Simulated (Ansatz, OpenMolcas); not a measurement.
## GeS (germanium sulfide): from total energies to a heat of formation

GeS has 2 atoms, charge 0, and is taken as a singlet. SMILES: `[S+]#[Ge-]`. The bond length is the measured one.

| atom | x (Å) | y (Å) | z (Å) |
| --- | --- | --- | --- |
| S | 0.0000 | 0.0000 | 0.0000 |
| Ge | 0.0000 | 0.0000 | 2.0121 |

Total energies at HF/aug-cc-pVTZ (OpenMolcas 26.06); the atoms run unrestricted:

```
species    state   energy (Eh)
    GeS  singlet  -2472.989498
      S  triplet   -397.509873
     Ge  triplet  -2075.361175
```

Harmonic wavenumbers at wB97M-V/def2-TZVPD, in cm⁻¹: 610.

Measured heats of formation of the gaseous atoms at 298.15 K, in kJ/mol: S 277.0, Ge 372.0. Spin-orbit lowering of the atoms at 298 K (mean of the ground term's levels less their thermal mean, from spectra), in kJ/mol: S 1.88, Ge 10.39. Take 1 Eh = 2625.50 kJ/mol, 1 cm⁻¹ = 0.0119627 kJ/mol, RT = 2.479 kJ/mol.

**Question.** What heat of formation follows?

**Answer.** 
1. Electronic atomisation energy: (-397.509873) + (-2075.361175) − (-2472.989498) = 0.118450 Eh = 311.0 kJ/mol.
2. Zero-point energy: half the sum of the wavenumbers, 305 cm⁻¹ = 3.6 kJ/mol.
3. Thermal vibrational enthalpy, Σ hcν̃/(exp(hcν̃/kT) − 1): 0.4 kJ/mol. Translation, rotation and pV of a linear molecule: 3.5 RT = 8.7 kJ/mol.
4. The 2 free atoms carry 5/2 RT each: 12.4 kJ/mol.
5. Spin-orbit coupling lowers the free atoms by 1.88 + 10.39 = 12.3 kJ/mol.
6. Atomisation enthalpy at 298 K: 311.0 − 12.3 − 3.6 − 0.4 − 8.7 + 12.4 = 298.4 kJ/mol.
7. Sum of the atoms' heats of formation: 649.0 kJ/mol. Heat of formation: 649.0 − 298.4 = +350.6 kJ/mol.

The tabulated value is +92.0 kJ/mol (CRC Handbook of Chemistry and Physics; in doubt: semi-empirical heats miss it by far, so it may belong to another species or phase), so this level is off by +258.6 kJ/mol, or 46.4 % of the atomisation enthalpy that the table implies (557.0 kJ/mol). Hartree–Fock leaves out correlation, which is larger in the molecule than in the atoms, so it underbinds and puts the heat of formation too high. Relativity is left out. Anharmonicity and any spin-orbit splitting of the molecule are left out.
